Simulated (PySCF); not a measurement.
## Orbital picture of IF

PBE at R = 1.948 Å; basis I def2-SVP with ECP28, F def2-SVP; scalar-relativistic core potentials; PySCF 2.14. State: ¹Σ⁺ (singlet), closed shell. Only the outer orbitals are listed, counted within each symmetry, core potentials removing the inner ones.

```
orbital  occ.  ε (eV)  on I (%)  main shells (%)
     5σ     2  -28.26         7           92 F s
     6σ     2  -17.86        90           90 I s
     7σ     2  -11.32        33   65 F p, 27 I p
     3π     2   -9.65        20   80 F p, 19 I p
     3π     2   -9.65        20   80 F p, 19 I p
     4π     2   -6.59        82   81 I p, 18 F p
     4π     2   -6.59        82   81 I p, 18 F p
     8σ     0   -4.42        78   72 I p, 23 F p
     9σ     0    5.57       101           98 I s
    10σ     0    8.76        98           95 I p
```

Question: Which are the highest filled and the lowest empty level, where do they sit, and how wide is the gap?

Answer: Highest filled 4π at -6.59 eV (in %: 81 I p, 18 F p); lowest empty 8σ at -4.42 eV (in %: 72 I p, 23 F p); the gap at PBE is 2.17 eV.

The bond order (Mayer) is 0.93. The ⟨S²⟩ is 0.000 and the charge on I (Mulliken, basis-dependent) is 0.35. The charge on I (Löwdin, basis-dependent) is 0.31, the dipole moment (positive dipole means I(−)F(+)) is -2.04 D and the polarisability along the bond is 27.5 bohr³. The polarisability across the bond is 17.5 bohr³.

Shares are Mulliken populations and can fall outside 0 to 100 %.

Spin–orbit coupling is left out.
